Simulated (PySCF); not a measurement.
I4Zr (SMILES [I][Zr]([I])([I])[I]), singlet, geometry from GFN2-xTB (such geometries of metal compounds can be far from the true shape) (core potentials on I, Zr).

The PySCF input:
```python
from pyscf import gto, scf, dft

mol = gto.M(
    atom='''
Zr   -0.000000    0.000000   -0.000000
I     2.185457   -0.649465   -1.611235
I     0.865279    0.403455    2.623475
I    -1.198477    2.334034   -0.953962
I    -1.852259   -2.088024   -0.058278
''',
    basis='def2-svp',
    ecp={'I': 'def2-svp', 'Zr': 'def2-svp'},
    charge=0,
    spin=0,
    verbose=4,
)

mf = dft.RKS(mol)
mf.xc = 'blyp'
mf.kernel()
```

What is the computed HOMO-LUMO gap (BLYP/def2-SVP run with PySCF)?

2.77 eV

Predict the number of basis functions from BLYP/def2-SVP.

135

Predict the Mulliken (on the basis functions themselves) charges in atom order from BLYP/def2-SVP.

Zr1 0.46, I2 -0.12, I3 -0.12, I4 -0.12, I5 -0.12

Give the HOMO energy at the level BLYP/def2-SVP.

-6.58 eV

Roughly what does it cost on one core?

very roughly 30 core-seconds.
